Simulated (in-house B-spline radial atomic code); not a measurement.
Inner levels of calcium as electrons are removed. A shift is the extra binding of the orbital against the neutral atom ([Ar] 4s2). The density at the nucleus is averaged over the nuclear charge. Computed with an all-electron radial atomic-structure program (B-spline basis): Dirac-Hartree-Fock, jj configuration that fills j = l - 1/2 first, finite nuclei.

A number in brackets counts the electrons of a j subshell.

| ion | configuration | shift of 2p3/2 (eV) | shift of 2s1/2 (eV) | shift of 2p1/2 (eV) | radius of 2p3/2 (bohr) | radius of 2s1/2 (bohr) | radius of 2p1/2 (bohr) | Σ<r²> (bohr²) | change of density at nucleus (bohr⁻³) |
| --- | --- | --- | --- | --- | --- | --- | --- | --- | --- |
| Ca | [Ar] 4s2 | 0 | 0 | 0 | 0.32681 | 0.36095 | 0.32438 | 56.203 | - |
| Ca+ | [Ar] 4s1 | 6.6894 | 6.6653 | 6.6894 | 0.32679 | 0.36096 | 0.32436 | 31.073 | -1.0894 |
| Ca2+ | [Ne] 3s2 3p6 | 14.997 | 14.922 | 14.998 | 0.32676 | 0.36098 | 0.32433 | 15.372 | -3.4088 |
| Ca3+ | [Ne] 3s2 3p1/2(2) 3p3/2(3) | 35.01 | 35.098 | 35.435 | 0.327 | 0.36065 | 0.32388 | 12.547 | 0.85696 |
| Ca4+ | [Ne] 3s2 3p1/2(2) 3p3/2(2) | 56.823 | 57.078 | 57.739 | 0.32671 | 0.36023 | 0.32331 | 10.165 | 5.7212 |
| Ca5+ | [Ne] 3s2 3p1/2(2) 3p3/2(1) | 80.346 | 80.77 | 81.82 | 0.32631 | 0.3597 | 0.32261 | 8.1189 | 11.176 |
| Ca6+ | [Ne] 3s2 3p1/2(2) | 105.51 | 106.1 | 107.61 | 0.32578 | 0.35906 | 0.32178 | 6.3377 | 17.221 |
| Ca7+ | [Ne] 3s2 3p1/2(1) | ? | ? | ? | ? | ? | ? | ? | ? |
| Ca8+ | [Ne] 3s2 | ? | ? | ? | ? | ? | ? | ? | ? |
| Ca9+ | [Ne] 3s1 | ? | ? | ? | ? | ? | ? | ? | ? |
| Ca10+ | [He] 2s2 2p6 | 223.24 | 220.93 | 223.36 | 0.32177 | 0.35699 | 0.31946 | 1.0758 | -45.69 |

Q: Fill in the row of Ca7+.

A: shift of 2p3/2 (eV): 132.8; shift of 2s1/2 (eV): 133.01; shift of 2p1/2 (eV): 133.95; radius of 2p3/2 (bohr): 0.32488; radius of 2s1/2 (bohr): 0.3583; radius of 2p1/2 (bohr): 0.32199; Σ<r²> (bohr²): 4.7677; change of density at nucleus (bohr⁻³): 23.759.

Q: Fill in the row of Ca8+.

A: shift of 2p3/2 (eV): 161.77; shift of 2s1/2 (eV): 161.52; shift of 2p1/2 (eV): 161.84; radius of 2p3/2 (bohr): 0.32384; radius of 2s1/2 (bohr): 0.35743; radius of 2p1/2 (bohr): 0.32148; Σ<r²> (bohr²): 3.3839; change of density at nucleus (bohr⁻³): 30.905.

Q: Fill in the row of Ca9+.

A: shift of 2p3/2 (eV): 191.87; shift of 2s1/2 (eV): 190.64; shift of 2p1/2 (eV): 191.97; radius of 2p3/2 (bohr): 0.32285; radius of 2s1/2 (bohr): 0.3575; radius of 2p1/2 (bohr): 0.32051; Σ<r²> (bohr²): 2.1762; change of density at nucleus (bohr⁻³): -5.0502.
